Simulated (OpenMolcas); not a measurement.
An atom or ion with 15 electrons was computed by MS-RASPT2, IPEA 0.25 Eh, imaginary shift 0.1 Eh with spin-orbit coupling (OpenMolcas, ANO-RCC-VQZP, DKH2). The lowest levels that the run gave, each within 12 % of the measured value where one is at hand:

| J | Parity | E (cm⁻¹) | g |
| --- | --- | --- | --- |
| 3/2 | odd | 0.0 | 2.002 |
| 3/2 | odd | 21440 | 0.803 |
| 5/2 | odd | 21550 | 1.200 |
| 1/2 | odd | 35440 | 0.666 |
| 3/2 | odd | 35560 | 1.331 |
| 5/2 | even | 118340 | 1.601 |
| 3/2 | even | 119200 | 1.735 |
| 1/2 | even | 119690 | 2.670 |
| 3/2 | even | 149300 | 0.800 |
| 5/2 | even | 149340 | 1.201 |

**Question.** Which ion is it, and what are the configurations and terms?

**Answer.** Ar³⁺ (Z = 18, charge +3; active space 5 electrons in 9 orbitals (RAS2 3s 3p; RAS3 3d, at most 2 electrons)). J, parity and g give the terms where levels are pure, and mixed ones are named by the computed weights; the size of the splittings, set against known spectra of the 15-electron sequence, gives the charge. In order, with the measured energies in cm⁻¹ (Saloman, J. Phys. Chem. Ref. Data 39, 033101 (2010)): 3s² 3p³ ⁴S°_3/2, 3s² 3p³ ²D°_3/2 (21091), 3s² 3p³ ²D°_5/2 (21220), 3s² 3p³ ²P°_1/2 (34855), 3s² 3p³ ²P°_3/2 (35032), 3s 3p⁴ ⁴P_5/2 (117563), 3s 3p⁴ ⁴P_3/2 (118516), 3s 3p⁴ ⁴P_1/2 (119043), 3s 3p⁴ ²D_3/2 (145921), 3s 3p⁴ ²D_5/2 (145999).

Term energies are means over components that CASPT2 splits; among the terms shown or strongly mixed into the levels shown the widest spread is 180 cm-1 (3s 3p⁴ ²D). The run also gave levels led by 3s² 3p² 3d, which use shells meant for correlation; these and all levels above them are left out. Some terms mix strongly with configurations of 3d, whose occupation reaches 0.27 (3s 3p⁴ ²D). Computed and measured levels are paired by configuration, term and J; levels that our copy of the source lacks, or whose pairing is in doubt (as where it misses far off the trend of its configuration), stay unpaired and out of the deviations. Levels of configurations outside the active space are missing.

° marks odd parity.
